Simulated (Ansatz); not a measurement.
CH5FN2OW, SMILES `C[N]=[W]([NH2])(=[O])[F]`, relaxed with RKS PBE0-D4/def2-TZVP in Ansatz 0.2.0 from a GFN2-xTB geometry. The force threshold is 0.005 eV/Å; the program also tests the step.

The species carries charge 0 and has multiplicity 1. W: def2 effective core potential.

Start:

```xyz
11

C     0.790    1.751    0.959
N     0.355    0.444    0.585
W    -0.703   -0.932    0.139
N    -0.165   -1.509   -1.692
O    -2.340   -0.525    0.058
F    -0.424   -2.365    1.360
H     1.125    1.759    2.003
H     1.633    2.077    0.338
H    -0.026    2.479    0.849
H     0.626   -1.247   -2.290
H    -0.872   -1.932   -2.308
```

(1) How much energy does the relaxation release, and in how many steps? (Estimate.)

(2) Which bonds change most? (An estimate is asked.)

(3) Give the relaxed structure. (Estimate.)

## Answers

(1) The calculation gave: 17.52 kJ/mol, in 11 steps.

(2) Computed: W3–N4 from 1.994 to 1.941 Å; N2–W3 from 1.792 to 1.746 Å; W3–F6 from 1.903 to 1.880 Å; W3–O5 from 1.689 to 1.710 Å.

(3) The calculation gave: 
```xyz
11

C     0.756    1.687    0.920
N     0.403    0.367    0.538
W    -0.685   -0.933    0.121
N    -0.149   -1.484   -1.662
O    -2.300   -0.373    0.072
F    -0.510   -2.315    1.382
H     1.259    1.681    1.892
H     1.452    2.114    0.190
H    -0.121    2.341    0.983
H     0.701   -1.201   -2.122
H    -0.805   -1.884   -2.317
```
